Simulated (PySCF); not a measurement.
Input of a run (PBE0-D3(BJ)/def2-SVP geometry optimisation, gas phase (PySCF 2.14.0)), started from GFN2-xTB:
```
{"job": {"xc": "PBE0", "basis": "def2-SVP", "d3": "d3bj", "grid": 1, "shake": 0.01, "kind": "geom"}, "charge": 0, "multiplicity": 1}
C     -1.203650     0.096540    -0.120730
Ge     0.593480    -0.636390    -0.051330
S      1.946330     0.745990     0.994220
H     -1.202130     1.054770    -0.691990
H     -1.591570     0.319420     0.868240
H     -1.907820    -0.570250    -0.606420
H      1.148570    -0.912400    -1.435830
H      0.668120    -1.918490     0.714590
H      1.606470     1.803670     0.295510
```

Output (energies in Eh, forces in Eh/bohr):
```
step   0  E = -2516.06851741  max force = 0.019199
step   1  E = -2516.07122391  max force = 0.005958
step   2  E = -2516.07150625  max force = 0.000741
step   3  E = -2516.07152931  max force = 0.000529
step   4  E = -2516.07157351  max force = 0.001749
step   5  E = -2516.07159647  max force = 0.001343
step   6  E = -2516.07160796  max force = 0.000418
optimisation converged
```

Question: Summarise the run.

Answer: The energy falls by 0.084 eV over 7 energy and gradient evaluations, the largest force component goes from 0.0192 to 4.2e-04 Eh/bohr, and the atoms move by 0.091 Å rms after alignment. The bond that changes most is Ge2–H8 (ends: germanium bonded to C, S and 2 H; Ge–H hydrogen), which lengthens by 0.043 Å. Bonds longer at the end by more than 0.005 Å: 7 of 8; shorter: 1. Among the angles that change most is H7–Ge2–H8, from 107.1° to 110.2°. Among the dihedrals that turn most is H7–Ge2–S3–H9, from 73° to 59°. The energy never rose by more than 1e-6 Eh on the way. The first step brought 88 % of the lowering.

Question: What are the final bond lengths?

Answer: C1–Ge2 1.949 Å, Ge2–S3 2.234 Å, C1–H4 1.099 Å, C1–H5 1.099 Å, C1–H6 1.100 Å, Ge2–H7 1.542 Å, Ge2–H8 1.538 Å, S3–H9 1.351 Å. Numbering counts from 1 in the input's order; the species is `[CH3][GeH2][SH]`.

The run used 94 basis functions and 43 SCF cycles in all.

Stationary, but not proved a minimum. The numbers are those of one conformer.
